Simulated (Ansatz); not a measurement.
Reaction (formal hydrolysis of the Si–C bond): `O[SiH2][SiH2]CF` + H₂O → `O[SiH2][SiH2]O` + `CF`

Program: Ansatz. Geometries: PBE0-D4/def2-TZVP. ΔE: electronic, gas phase. CCSD(T)/CBS is the MP2 limit (def2-TZVPP, def2-QZVPP) plus CCSD(T) − MP2 in def2-TZVPP, frozen cores. This one scheme is used for every species. Functionals use def2-TZVPP. B3LYP here is the variant with VWN-RPA as its local correlation; programs differ in this. One conformer a species, not always the lowest.

`O[SiH2][SiH2]CF`:

Cartesian coordinates in Å:
```
O 0.449 2.743 0.809
Si 0.451 1.495 -0.278
Si -0.387 -0.490 0.660
C -0.462 -1.872 -0.646
F 0.781 -2.030 -1.251
H 1.025 2.667 1.570
H -0.427 1.937 -1.391
H 1.819 1.247 -0.815
H -1.774 -0.296 1.173
H 0.466 -0.937 1.798
H -1.193 -1.635 -1.427
H -0.748 -2.830 -0.201
```

H₂O:

Cartesian coordinates in Å:
```
O -0.280 0.269 0.027
H 0.652 0.413 -0.150
H -0.371 -0.682 0.123
```

`O[SiH2][SiH2]O`:

Cartesian coordinates in Å:
```
O 0.927 -1.329 0.636
Si -0.352 -1.010 -0.383
Si -0.414 1.335 -0.174
O 0.890 1.699 0.773
H 1.209 -2.238 0.750
H -1.586 -1.711 0.075
H -0.064 -1.503 -1.761
H -1.674 1.804 0.466
H -0.297 2.027 -1.485
H 1.360 0.927 1.104
```

`CF`:

```xyz
5

C     0.030    0.048   -0.023
F    -0.651   -1.026    0.504
H    -0.633    0.595   -0.697
H     0.900   -0.317   -0.574
H     0.354    0.700    0.791
```

Is it downhill or uphill in electronic energy at CCSD(T)/CBS, and by how much? (Estimate.)

The calculation gave: Downhill: ΔE = -100.8 kJ/mol.

What do these levels give: B3LYP-D4, CCSD/def2-TZVPP, HF/def2-QZVPP, MP2/def2-QZVPP, SCS-MP2/def2-QZVPP, HF/CBS(def2)? (Best estimate.)

The calculation gave: B3LYP-D4 -103.7, CCSD/def2-TZVPP -104.7, HF/def2-QZVPP -121.8, MP2/def2-QZVPP -105.3, SCS-MP2/def2-QZVPP -108.3, HF/CBS(def2) -121.8 kJ/mol.

Largest T1 diagnostic among the species: 0.012.

From PBE to PBE0 (25 % exact exchange), in def2-TZVPP and without D4, ΔE moves by −4.9 kJ/mol. In def2-TZVPP, CCSD(T) changes the Hartree–Fock value by +19.1 kJ/mol (the triples alone add +2.4 kJ/mol) and MP2 by +15.4 kJ/mol.
